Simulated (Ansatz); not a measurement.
Isolated molecules relaxed with PBE0-D4/def2-TZVP in Ansatz; ΔE leaves out vibrations. CCSD(T)/CBS adds triple-zeta CCSD(T) − MP2 to the extrapolated MP2 energy (def2 sets, frozen cores). Functionals use def2-TZVPP. Elements past krypton have def2 core potentials. For Ga, Ge, I outer-core shells are correlated without core-valence functions, which leaves a few kJ/mol of doubt a bond. Scalar relativity is left out up to krypton.

Consider the cleavage of the Ga–Ge bond: `[GaH2][GeH3]` + HI → `[GaH2][I]` + GeH₄.

CCSD(T)/CBS gives -108.0 kJ/mol.

Question: Another level gave -101.1 kJ/mol. Which?
A. CAM-B3LYP-D4/def2-TZVPP
B. HF/def2-TZVPP
C. r2SCAN0/def2-TZVPP
D. BLYP/def2-TZVPP

Answer: D. BLYP -101.1, r2SCAN0 -111.3, CAM-B3LYP-D4 -106.0, HF/def2-TZVPP -126.0 kJ/mol.

Largest T1 diagnostic among the species: 0.013.

From PBE to PBE0 (25 % exact exchange), in def2-TZVPP and without D4, ΔE moves by −5.4 kJ/mol. In def2-TZVPP, CCSD(T) changes the Hartree–Fock value by +21.4 kJ/mol (the triples alone add +0.3 kJ/mol) and MP2 by +12.6 kJ/mol.
